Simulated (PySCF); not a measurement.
In(Me)2(nPr) (C₅H₁₃In), SMILES CC[CH2][In]([CH3])[CH3].

Geometry: B3LYP-D3(BJ)/def2-SVP. The def2 effective core potentials stand for the cores of In; spin–orbit coupling is left out. One conformer was computed; it need not be the lowest.

All values below come from B3LYP-D3(BJ)/def2-SVP (PySCF).

Frequencies are harmonic and unscaled.

A small imaginary wavenumber (i) marks a very flat motion, where grid noise or a shallow saddle decides the sign.

Computed vibrational spectrum:
```tsv
mode	ν (cm⁻¹)	IR (km/mol)	moving atoms (share of kinetic energy)
1	13i	0.0	H 98 %
2	17	0.0	H 95 %
3	28	0.0	H 58 %, C 41 %
4	60	1.0	C 64 %, H 26 %, In 10 %
5	74	0.5	C 58 %, H 35 %
6	109	5.6	C 60 %, H 31 %, In 9 %
7	135	2.1	C 49 %, H 31 %, In 20 %
8	195	7.2	C 65 %, H 20 %, In 15 %
9	258	0.0	H 93 %
10	271	6.0	C 64 %, H 24 %, In 11 %
11	461	20.8	C 76 %, H 18 %
12	482	40.9	C 67 %, H 18 %, In 15 %
13	556	14.9	C 64 %, H 32 %
14	578	0.1	H 85 %, C 15 %
15	615	0.1	H 87 %, C 13 %
16	664	35.5	H 83 %, C 17 %
17	680	54.5	H 81 %, C 17 %
18	731	96.2	H 81 %, C 18 %
19	779	1.7	H 87 %, C 13 %
20	897	0.1	C 51 %, H 49 %
21	978	6.3	H 92 %, C 8 %
22	1034	3.3	C 54 %, H 46 %
23	1081	18.6	C 59 %, H 41 %
24	1155	3.7	H 63 %, C 37 %
25	1172	0.9	H 81 %, C 19 %
26	1178	0.6	H 83 %, C 17 %
27	1223	1.0	H 65 %, C 35 %
28	1315	0.0	H 91 %, C 9 %
29	1345	13.7	H 71 %, C 29 %
30	1393	1.5	H 78 %, C 22 %
31	1430	0.1	H 95 %
32	1431	0.1	H 94 %
33	1432	0.2	H 94 %
34	1436	0.5	H 90 %, C 10 %
35	1440	1.7	H 95 %
36	1461	1.0	H 95 %
37	1467	6.4	H 97 %
38	1477	2.5	H 93 %
39	3009	2.6	H 95 %
40	3015	25.8	H 96 %
41	3016	57.9	H 96 %
42	3028	19.8	H 97 %
43	3029	10.9	H 97 %
44	3039	3.1	H 91 %, C 9 %
45	3062	26.8	H 91 %, C 9 %
46	3096	38.5	H 91 %, C 9 %
47	3097	45.1	H 91 %, C 9 %
48	3119	4.6	H 91 %, C 9 %
49	3120	16.4	H 91 %, C 9 %
50	3140	9.3	H 90 %, C 10 %
51	3140	10.9	H 90 %, C 10 %
```
